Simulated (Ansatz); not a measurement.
Basis sets compared for Si2O4 (the lowest singlet isomer of a short search). Total charge 0; singlet. Geometry PBE0-D4/def2-SVP. Ansatz on 2 threads of Arm Neoverse V2 on a shared host; times are rough, and most runs start from earlier orbitals.

| atom | x (Å) | y (Å) | z (Å) |
| --- | --- | --- | --- |
| Si1 | 0.298 | -0.859 | 0.782 |
| Si2 | -0.298 | 0.859 | -0.782 |
| O3 | 0.905 | 0.656 | 0.376 |
| O4 | -0.905 | -0.656 | -0.376 |
| O5 | -0.673 | 1.942 | -1.768 |
| O6 | 0.674 | -1.942 | 1.768 |

The structure comes from a short search, and lower isomers may exist.

Binding counts from free atoms (Si triplet, O triplet) in the same basis, without a counterpoise term.

| level | functions | energy (Eh) | HOMO (eV) | LUMO (eV) | binding per atom (eV) | wall time |
| --- | --- | --- | --- | --- | --- | --- |
| HF/STO-3G | 38 | -866.5080 | -7.71 | 6.86 | 1.63 | 0.15 s |
| HF/6-31G | 62 | -877.0847 | -13.83 | -0.34 | 1.39 | 0.3 s |
| PBE-D4/def2-SVP | 92 | -879.0131 | -7.78 | -3.82 | 5.02 | 1.1 s |
| PBE-D4/def2-TZVP | 198 | -879.6253 | -8.06 | -4.16 | 5.17 | 2.5 s |
| r2SCAN-D4/def2-TZVP | 198 | -880.0264 | -8.39 | -3.89 | 5.03 | 5.5 s |
| PBE0-D4/def2-SVP | 92 | -879.0389 | -9.46 | -3.02 | 4.70 | 1.4 s |
| PBE0-D4/def2-TZVP | 198 | -879.6513 | -9.66 | -3.29 | 4.89 | 3.7 s |

**Question.** Estimate the rows for PBE-D4/def2-TZVPD, r2SCAN-D4/def2-TZVPD, PBE0-D4/def2-TZVPD.

**Answer.** 
| level | functions | energy (Eh) | HOMO (eV) | LUMO (eV) | binding per atom (eV) | wall time |
| --- | --- | --- | --- | --- | --- | --- |
| PBE-D4/def2-TZVPD | 246 | -879.6278 | -8.11 | -4.28 | 5.17 | 4.2 s |
| r2SCAN-D4/def2-TZVPD | 246 | -880.0282 | -8.43 | -3.98 | 5.03 | 8 s |
| PBE0-D4/def2-TZVPD | 246 | -879.6534 | -9.70 | -3.43 | 4.89 | 6 s |
